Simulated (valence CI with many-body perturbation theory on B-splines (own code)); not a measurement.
**Questions on Er60+**

Method: configuration interaction combined with many-body perturbation theory (CI+MBPT): six valence electrons over a frozen Dirac-Fock core [He], radial functions for each j: 9 s, 9 p, 8 d, 6 f, 3 g, 1 h, with the one-electron correlation potential Σ1 (screened to all orders), the two-electron term Σ2, the three-electron term Σ3, Breit, model QED; selected single and double excitations, second order for the rest, scaled by the run's own slope (own B-spline code, finite nucleus).

The last digits are not significant, and no measured levels were compared; by estimate large intervals hold to a few tenths of a per cent, small ones and those within an open d or f shell to about a per cent. Among the levels kept, up to 2100 cm⁻¹ of a level comes from second order outside the variational space, and about a tenth of that is noise between levels of different J, which matters for small intervals.

Levels are named by their leading jj configuration (3d3/2^4 stands for four electrons in 3d with j = 3/2), which in mixed levels can hold well under half, so a name can repeat and another be missing.

Rates and lifetimes use the calculated energies. Strong lines usually hold to 10 to 20 %, long lifetimes can be off by a factor of two.

Problem. What is the ground level?

Solution. (2s^2 2p1/2^2 2p3/2^2) J=2, composition 68 % 2s²2p⁴ ³P + 32 % 2s²2p⁴ ¹D, g = 1.313.

Problem. Name the longest-lived excited levels whose lifetime is computed, and their main decay.

Solution. (2s^2 2p1/2^2 2p3/2^2) J=0 at 53.7 eV lives 15.4 ms, mostly by E2 to (2s^2 2p1/2^2 2p3/2^2) J=2; (2s^2 2p1/2 2p3/2^3) J=2 at 967.1 eV lives 247 ps, mostly by M1 to (2s^2 2p1/2^2 2p3/2^2) J=2; (2s^2 2p1/2 2p3/2^3) J=1 at 948.5 eV lives 111 ps, mostly by M1 to (2s^2 2p1/2^2 2p3/2^2) J=2.

Problem. What are the static dipole polarisabilities of the lowest levels?

Solution. (2s^2 2p1/2^2 2p3/2^2) J=2 9.48e-05 (tensor 2.5e-06); (2s^2 2p1/2^2 2p3/2^2) J=0 9.16e-05 bohr³, of which the core gives 3.25e-07.

Problem. Among levels below 8692.2 eV, which E1 lines absorb most strongly from the ground level?

Solution. to (2s^2 2p1/2^2 2p3/2 3d5/2) J=3 at 0.1580 nm, f = 0.836; to (2s^2 2p1/2^2 2p3/2 3d5/2) J=2 at 0.1583 nm, f = 0.269; to (2s 2p1/2^2 2p3/2^2 3p1/2) J=3 at 0.1439 nm, f = 0.181.

Problem. Where does the other parity begin?

Solution. At (2s 2p1/2^2 2p3/2^3) J=2, 1307.1 eV.

Problem. What is the ionisation energy?

Solution. 13549 eV; NIST lists 13548 ± 10 eV (theoretical).

Problem. How well does LS coupling describe the low levels?

Solution. Among the lowest 20 levels the leading LS term, summed over configurations, holds 59 % on average. For single configurations the figures are 59 % in LS and 100 % in jj coupling. Terms mix most in the J = 2 level at 7371.1 eV, where the leading one holds 25 %.
